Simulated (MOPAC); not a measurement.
Job for MOPAC: PM6 on BF2HO (SMILES OB(F)F), a point of a bond scan (R = 2.665 Å).

```
PM6 1SCF PRECISE CHARGE=0 THREADS=1
BF2HO

B     -0.01132654 1    -0.00676178 1     0.01792770 1
F      2.58403688 1    -0.42156898 1    -0.42130276 1
F     -0.53872025 1    -0.47351002 1     1.13641053 1
O     -0.79276045 1     0.65749755 1    -0.85724911 1
H     -0.32999807 1     0.96290708 1    -1.64415257 1
```

Output:

```
*******************************************************************************
 **                                                                           **
 **                              MOPAC v23.2.5                                **
 **                                                                           **
 *******************************************************************************
 ** MOPAC's Digital Object Identifier: https://doi.org/10.5281/zenodo.6511958 **
 **                                                                           **
 ** Please cite the open-source release paper for use of this MOPAC version:  **
 ** J. E. Moussa and J. J. P. Stewart (2026)                                  **
 ** MOPAC: An open-source semiempirical molecular orbital program             **
 ** J. Open Source Softw., 11(119), 8025, https://doi.org/10.21105/joss.08025 **
 *******************************************************************************

                              PM6 CALCULATION RESULTS

 *******************************************************************************
 *  PM6        - The PM6 Hamiltonian to be used
 *
 *
 *
 *                 CHARGE ON SYSTEM = 0
 *
 *
 *
 *  PRECISE    - TIGHTER CRITERIA TO BE USED
 *  1SCF       - DO 1 SCF AND THEN STOP
 *  THREADS=1  - MULTI-THREADING NOT USED
 *  T=         - A TIME OF 172800.0 SECONDS REQUESTED
 *  DUMP=N     - RESTART FILE WRITTEN EVERY 7200.0 SECONDS REQUESTED
 *******************************************************************************
PM6 1SCF PRECISE CHARGE=0 THREADS=1
 BF2HO

   ATOM   CHEMICAL          X               Y               Z
  NUMBER   SYMBOL      (ANGSTROMS)     (ANGSTROMS)     (ANGSTROMS)

     1       B         -0.01132654  *  -0.00676178  *   0.01792770  *
     2       F          2.58403688  *  -0.42156898  *  -0.42130276  *
     3       F         -0.53872025  *  -0.47351002  *   1.13641053  *
     4       O         -0.79276045  *   0.65749755  *  -0.85724911  *
     5       H         -0.32999807  *   0.96290708  *  -1.64415257  *



          CARTESIAN COORDINATES

    NO.       ATOM           X           Y           Z

     1         B         -0.0113     -0.0068      0.0179
     2         F          2.5840     -0.4216     -0.4213
     3         F         -0.5387     -0.4735      1.1364
     4         O         -0.7928      0.6575     -0.8572
     5         H         -0.3300      0.9629     -1.6442

 General Reference for PM6:
 "Optimization of Parameters for Semiempirical Methods V: Modification of NDDO Approximations
 and Application to 70 Elements", J. J. P. Stewart, J. Mol. Mod., 13, 1173-1213 (2007)
 URL: https://link.springer.com/article/10.1007/s00894-007-0233-4

           Empirical Formula: H O B F2  =     5 atoms



      MOLECULAR POINT GROUP   :   Cs


      RHF CALCULATION, NO. OF DOUBLY OCCUPIED LEVELS = 12


 -------------------------------------------------------------------------------
 PM6 1SCF PRECISE CHARGE=0 THREADS=1
 BF2HO



     1SCF WAS SPECIFIED, SO BFGS WAS NOT USED
     SCF FIELD WAS ACHIEVED


                              PM6 CALCULATION
                                                       MOPAC v23.2.5 Linux




          FINAL HEAT OF FORMATION =       -118.45316 KCAL/MOL =    -495.60803 KJ/MOL


          COSMO AREA              =         95.17 SQUARE ANGSTROMS
          COSMO VOLUME            =         74.16 CUBIC ANGSTROMS

          IONIZATION POTENTIAL    =          9.525279 EV
          HOMO LUMO ENERGIES (EV) =         -9.525 -3.014
          NO. OF FILLED LEVELS    =         12
          MOLECULAR WEIGHT        =         65.8141         POINT GROUP:  Cs

          MOLECULAR DIMENSIONS (Angstroms)

            Atom       Atom       Distance
            O     4    F     2     3.57172
            H     5    F     3     3.08328
            O     4    H     5     0.00000


          SCF CALCULATIONS        =          1





   ATOM   CHEMICAL          X               Y               Z
  NUMBER   SYMBOL      (ANGSTROMS)     (ANGSTROMS)     (ANGSTROMS)

     1       B         -0.01132654  *  -0.00676178  *   0.01792770  *
     2       F          2.58403688  *  -0.42156898  *  -0.42130276  *
     3       F         -0.53872025  *  -0.47351002  *   1.13641053  *
     4       O         -0.79276045  *   0.65749755  *  -0.85724911  *
     5       H         -0.32999807  *   0.96290708  *  -1.64415257  *

                             CARTESIAN COORDINATES

   1    B       -0.011326540    -0.006761780     0.017927700
   2    F        2.584036880    -0.421568980    -0.421302760
   3    F       -0.538720250    -0.473510020     1.136410530
   4    O       -0.792760450     0.657497550    -0.857249110
   5    H       -0.329998070     0.962907080    -1.644152570


           Empirical Formula: H O B F2  =     5 atoms



      MOLECULAR POINT GROUP   :   Cs


                  EIGENVALUES
 -43.36730 -33.15690 -33.02378 -22.32936 -18.35329 -18.17771 -17.66491 -17.02935
 -15.44165 -10.85507 -10.85224  -9.52528  -3.01365  -0.31067   0.95790   2.64218
   3.19984


              NET ATOMIC CHARGES AND DIPOLE CONTRIBUTIONS

  ATOM NO.   TYPE          CHARGE      No. of ELECS.   s-Pop       p-Pop
    1          B           1.034520        1.9655     0.83991     1.12557
    2          F          -0.750965        7.7510     1.99973     5.75124
    3          F          -0.201437        7.2014     1.95087     5.25057
    4          O          -0.449166        6.4492     1.72782     4.72135
    5          H           0.367048        0.6330     0.63295
 DIPOLE           X         Y         Z       TOTAL
 POINT-CHG.    -7.727     2.224    -0.540     8.059
 HYBRID         0.739    -0.030    -0.290     0.794
 SUM           -6.989     2.195    -0.830     7.372


          ATOMIC ORBITAL ELECTRON POPULATIONS

     Atom    s        px        py        pz
    1  B   0.83991   0.32337   0.32409   0.47811
    2  F   1.99973   1.76460   1.99380   1.99283
    3  F   1.95087   1.81353   1.87167   1.56537
    4  O   1.72782   1.55638   1.70925   1.45572
    5  H   0.63295

 **********************
 *                    *
 * JOB ENDED NORMALLY *
 *                    *
 **********************




 == MOPAC DONE ==
```

The run finished.

Cost: roughly 0.010 core-seconds.
